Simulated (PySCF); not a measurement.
Isomers of C6H13NS, mass 131.077 u with the commonest isotopes. The calculation used PBE0/pcSseg-1 in PySCF (dipole) on a GFN2-xTB geometry, gas phase. One conformer each, none proved a minimum here; rigid rotors.

Problem. Order these by dipole moment, largest first.
A. `[SH:1][C@@H:2]1[CH2:3][CH2:4][CH2:5][NH:6][CH2:7][CH2:8]1` with H–S1–C2–C3 61°, S1–C2–C3–C4 163°, C2–C3–C4–C5 53°, C3–C4–C5–N6 -71°, C4–C5–N6–C7 98°
B. `[CH3:1][C:2](=[S:3])[NH:4][C:5]([CH3:6])([CH3:7])[CH3:8]` with C1–C2–N4–C5 178°
C. `[CH3:1][CH2:2][C:3](=[S:4])[N:5]([CH3:6])[CH2:7][CH3:8]` with C1–C2–C3–S4 -4°, C2–C3–N5–C6 4°, C3–N5–C7–C8 -92°

Solution. C (4.69 D), B (4.46 D), A (2.84 D).

Problem. Order these by rotational constant B, largest first.
A. `[SH:1][C@@H:2]1[CH2:3][CH2:4][CH2:5][NH:6][CH2:7][CH2:8]1` with H–S1–C2–C3 61°, S1–C2–C3–C4 163°, C2–C3–C4–C5 53°, C3–C4–C5–N6 -71°, C4–C5–N6–C7 98°
B. `[CH3:1][C:2](=[S:3])[NH:4][C:5]([CH3:6])([CH3:7])[CH3:8]` with C1–C2–N4–C5 178°
C. `[CH3:1][CH2:2][C:3](=[S:4])[N:5]([CH3:6])[CH2:7][CH3:8]` with C1–C2–C3–S4 -4°, C2–C3–N5–C6 4°, C3–N5–C7–C8 -92°

Solution. C (1254 MHz), B (1202 MHz), A (1175 MHz).

Problem. Order these by rotational constant A, largest first.
A. `[CH3:1][CH2:2][C:3](=[S:4])[N:5]([CH3:6])[CH2:7][CH3:8]` with C1–C2–C3–S4 -4°, C2–C3–N5–C6 4°, C3–N5–C7–C8 -92°
B. `[CH3:1][C:2](=[S:3])[NH:4][C:5]([CH3:6])([CH3:7])[CH3:8]` with C1–C2–N4–C5 178°
C. `[SH:1][C@@H:2]1[CH2:3][CH2:4][CH2:5][NH:6][CH2:7][CH2:8]1` with H–S1–C2–C3 61°, S1–C2–C3–C4 163°, C2–C3–C4–C5 53°, C3–C4–C5–N6 -71°, C4–C5–N6–C7 98°

Solution. C (2917 MHz), B (2575 MHz), A (2468 MHz).

| SMILES | point group | Ia (u·Å²) | Ib (u·Å²) | Ic (u·Å²) | κ | μa (D) | μb (D) | μc (D) |
| --- | --- | --- | --- | --- | --- | --- | --- | --- |
| S[C@@H]1CCCNCC1 | C1 | 173.24 | 430.04 | 553.28 | -0.74 | 2.51 | 0.25 | 1.31 |
| CC(=S)NC(C)(C)C | – | 196.26 | 420.58 | 502.76 | -0.75 | 2.73 | 3.52 | 0.06 |
| CCC(=S)N(C)CC | C1 | 204.73 | 403.09 | 557.26 | -0.56 | 2.13 | 4.18 | 0.11 |
